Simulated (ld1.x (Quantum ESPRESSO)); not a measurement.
What one change does to a pseudopotential (Hf, TM semilocal)

ld1.x (Quantum ESPRESSO) 7.5 input, shortened:

```
&input
   title='Hf', zed=72., rel=1, dft='PBE', iswitch=3,
   config='[Xe] 4f14 5d2 6s2 6p0'
 /
 &inputp
   pseudotype=1, tm=.true., lloc=2,
   nlcc=.false.
 /
3
6S  1  0   2.00   0.00  2.20  2.20  0.0
5P  2  1   6.00   0.00  1.20  1.20  0.0
5D  3  2   2.00   0.00  2.15  2.15  0.0
 &test
   configts(1)='5p6 5d2 6s2 6p0'
 /
```

Change: wave 5d (bound): rc 2.15 bohr becomes 5d (bound): rc 1.68 bohr.

Cutoffs: the cutoffs (Ry, on a coarse ladder) from which the occupation-weighted sum of valence levels, in a spherical-Bessel basis at the reference potential, stays within 10 and 1 mRy of its value at 400 Ry; they do not see the model core or the augmentation charge, which bear on the density cutoff. Errors are all-electron minus pseudo energies relative to the spin-unpolarised reference configuration.

Task: How do hardness, ghosts and transferability respond?

Result: The potential gets neither clearly harder nor softer (100 Ry and 120 Ry → 100 Ry and 120 Ry); the p channel sets the loose cutoff, while the largest relative change is in d, which becomes softer; the errors of the 7 common tests hardly move; neither file shows a bound ghost. A semilocal file is local in each channel, so a ghost entry of none says nothing of the separable form that plane-wave codes build from it.

```csv
quantity,base,changed
"cutoff, loose",100 Ry,100 Ry
"cutoff, tight",120 Ry,120 Ry
loose cutoff by channel (10 mRy a level),"s 12 Ry, p 45 Ry, d 21 Ry","s 12 Ry, p 45 Ry, d 18 Ry"
bound ghosts,none,none
"error for 5p6 5d2 6s1 6p0, meV [ΔE 7.98 eV]",+0.8,+0.9
"error for 5p6 5d2 6s0 6p0, meV [ΔE 22.16 eV]",+22,+22
"error for 5p6 5d1 6s0 6p0, meV [ΔE 43.95 eV]",+67,+67
"error for 5p6 5d3 6s1 6p0, meV [ΔE 2.59 eV]",-9.0,-9.0
"error for 5p6 5d2.5 6s1.5 6p0, meV [ΔE 1.26 eV]",-3.2,-3.2
"error for 5p6 5d2 6s1 6p1, meV [ΔE 3.83 eV]",+8.8,+8.8
"error for 5p6 5d1 6s2 6p0, meV [ΔE 6.50 eV]",+16,+17
s: phases at 2.41 bohr within 0.05 rad from the reference energy up to (Ry; the scan ends near 5),0.1,0.1
p: phases at 2.41 bohr within 0.05 rad from the reference energy up to (Ry; the scan ends near 5),1.5,1.5
d: phases at 2.41 bohr within 0.05 rad from the reference energy up to (Ry; the scan ends near 5),3.8,3.9
```
